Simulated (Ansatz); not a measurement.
`[SiH3][SiH2][TeH]` + `C[SiH3]` → `[SiH3]C[SiH2][TeH]` + SiH₄  (formal exchange of groups at the Si–Si bond)

Gas-phase electronic energies from Ansatz, PBE0-D4/def2-TZVP geometries. CCSD(T)/CBS is the MP2 limit (def2-TZVPP, def2-QZVPP) plus CCSD(T) − MP2 in def2-TZVPP, frozen cores. This one scheme is used for every species. DFT in def2-TZVPP. Elements past krypton have def2 core potentials. For Te outer-core shells are correlated without core-valence functions, which leaves a few kJ/mol of doubt a bond. Each species was taken in one conformer, which may not be the lowest.

```json
{"level": "r2SCAN-D4", "ΔE (eV)": "0.04"}
{"level": "PBE0", "ΔE (eV)": "0.11"}
{"level": "HF/def2-QZVPP", "ΔE (eV)": "-0.01"}
{"level": "SCS-MP2/def2-QZVPP", "ΔE (eV)": "-0.10"}
```

**Question.** What does CCSD(T)/CBS give? (An estimate is asked.)

**Answer.** Ansatz gave: -0.04 eV. The listed levels differ from it by 0.08, 0.15, 0.03, -0.06 eV.

Largest T1 diagnostic among the species: 0.012.

From PBE to PBE0 (25 % exact exchange), in def2-TZVPP and without D4, ΔE moves by −0.04 eV. The D4 term adds −0.08 eV with B3LYP and −0.05 eV with PBE0; it sums over pairs of atoms, weighted by their polarisabilities, and B3LYP, whose exchange is more repulsive, gets the larger term.

B3LYP here is the variant with VWN-RPA as its local correlation; programs differ in this.
